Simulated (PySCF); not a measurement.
Species: C3H9BS.
Numbering: `[CH3:1][CH2:2][BH:3][S:4][CH3:5]` (hydrogens: H6, H7, H8 on C1; H9, H10 on C2; H11 on B3; H12, H13, H14 on C5)

Level of theory: PBE0-D3(BJ)/def2-SVP geometry optimisation, gas phase in PySCF.

Problem. Give the optimised bond lengths and angles.

Solution. 
| bond | length (bohr) |
| --- | --- |
| C1–C2 | 2.889 |
| C2–B3 | 2.967 |
| B3–S4 | 3.351 |
| S4–C5 | 3.434 |
| C1–H6, C1–H7, C1–H8 | 2.081 |
| C2–H9, C2–H10 | 2.090 |
| B3–H11 | 2.290 |
| C5–H12, C5–H13, C5–H14 | 2.074 |

Bonds in one row agree within 0.02 bohr and their mean is given. A selection of angles:
| angle | degrees |
| --- | --- |
| C2–C1–H6 | 111.9 |
| H6–C1–H7 | 107.6 |
| C1–C2–B3 | 114.2 |
| C1–C2–H9 | 109.1 |
| C1–C2–H10 | 110.8 |
| B3–C2–H9 | 105.0 |
| B3–C2–H10 | 111.9 |
| H9–C2–H10 | 105.3 |
| C2–B3–S4 | 119.9 |
| C2–B3–H11 | 121.6 |
| S4–B3–H11 | 118.5 |
| B3–S4–C5 | 105.0 |
| S4–C5–H12 | 110.5 |
| S4–C5–H13 | 110.7 |
| S4–C5–H14 | 107.7 |
| H12–C5–H13 | 109.7 |

Torsions: C1–C2–B3–S4 137° (anticlinal); C2–B3–S4–C5 177° (antiperiplanar). The mirror-image conformer, all signs reversed, is as good.

B3 (three-coordinate boron) is planar (angles 121.6°, 119.9° and 118.5°, sum 360.0°, 0.01 Å off the plane of its three neighbours). S4 (sulfur bonded to B and C) is bent (angle 105.0°).

Point group: C1 (no symmetry element, even within 0.4 Å). Stationary, but not proved a minimum. One conformer, not necessarily the lowest.
